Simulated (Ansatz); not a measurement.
Energy needed to pull apart AlH$_{2}$BrO (SMILES [OH][AlH][Br]), singlet, into free ground-state atoms, from the structure below (displaced at random from a GFN2-xTB minimum); no zero-point or spin–orbit terms; open-shell atoms are treated unrestricted, in their ground-state multiplicity.

```
5
angstrom
O -1.1329 -0.3658 -0.4513
Al 0.3177 0.2609 0.2265
Br 2.1611 -0.8648 0.5213
H -1.9318 -0.7912 -0.7562
H 0.6439 1.7080 0.3484
```

Program: Ansatz 0.2.0. Basis: def2-TZVPP. Cores are frozen in the correlated methods. Filled d shells of the heavier atoms are correlated. The def2 sets are not built for correlating such inner shells, so the correlated values are less sure here.

```csv
method,atomization energy (eV)
PBE-D4,16.28
r2SCAN-D4,16.41
PBE0-D4,15.99
r2SCANh-D4,16.26
r2SCAN0-D4,?
wB97M-V,16.31
HF,11.78
MP2,?
CCSD,15.65
CCSD(T),15.90
```

Problem. What does r2SCAN0-D4 give? (Judge from chemistry; the value comes from the calculation.)

Solution. By the calculation: 16.05 eV, which is about 0.14 eV more than CCSD(T)/def2-TZVPP.

Problem. What does MP2 give? (Judge from chemistry; the value comes from the calculation.)

Solution. The calculation gives: 16.43 eV, which is about 0.53 eV more than CCSD(T)/def2-TZVPP.

In triple zeta the MP2 and coupled-cluster atomization energies are still short of their basis limit by a few kcal/mol a bond, whereas those of the functionals are nearly converged, so these differences are not deviations from converged CCSD(T).

No T1 diagnostic of these runs exceeds 0.010.

For scale, one of the runs: CCSD(T)/def2-TZVPP forces, 149 basis functions (an equivalent command: `ansatz run in.yaml --threads 4`). The run took 79 s on 4 CPU threads (shared host), with 1.6 GiB of host memory at its peak.
